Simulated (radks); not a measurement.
Results of a calculation; reference values are marked as such.
Excited configurations of neutral lead: one electron is placed in a higher orbital outside [Hg] 6p1. The ground configuration is [Hg] 6p2. Code: a radial shooting solver on a logarithmic mesh with Libxc functionals. Model: Dirac Kohn-Sham, LDA (Slater exchange, Perdew-Wang correlation), spin-unpolarised, spherical densities, point nucleus; open shells are shared between the two j in proportion to 2j + 1. Excitation = E - E(ground); binding = E(ion) - E, where the ion is the core of charge +1; n* = 1/sqrt(2 binding) in atomic units, and the quantum defect is n - n*. Eigenvalue and <r> are those of j = l + 1/2.

5f: excitation (eV) 6.033; binding (eV) 0.919; n* 3.848; quantum defect 1.152; eigenvalue (eV) -0.436; <r> (bohr) 17.23
6d: excitation (eV) 5.144; binding (eV) 1.808; n* 2.743; quantum defect 3.257; eigenvalue (eV) -0.706; <r> (bohr) 8.763
6f: excitation (eV) 6.314; binding (eV) 0.638; n* 4.617; quantum defect 1.383; eigenvalue (eV) -0.370; <r> (bohr) 29.06
7p: excitation (eV) 4.868; binding (eV) 2.084; n* 2.555; quantum defect 4.445; eigenvalue (eV) -1.102; <r> (bohr) 9.752
7d: excitation (eV) 5.841; binding (eV) 1.111; n* 3.499; quantum defect 3.501; eigenvalue (eV) -0.607; <r> (bohr) 17.13
7f: excitation (eV) 6.489; binding (eV) 0.463; n* 5.419; quantum defect 1.581; eigenvalue (eV) -0.291; <r> (bohr) 43.50

The Delta-SCF ionisation energy is 6.952 eV (NIST Atomic Spectra Database: 7.417 eV, measured). Self-interaction in the functional shifts the binding energies and quantum defects, so they are the method's values and not measured ones. Spin polarisation and multiplet splitting are left out, so open shells lie too high by an amount that depends on their filling. Sharing an open shell by 2j + 1 raises it above the true ground level by a part of the spin-orbit splitting, which enters the differences from NIST.

Beside tabulated values, note that spin-unpolarised runs miss the spin-polarisation part of the exchange energy of open shells.
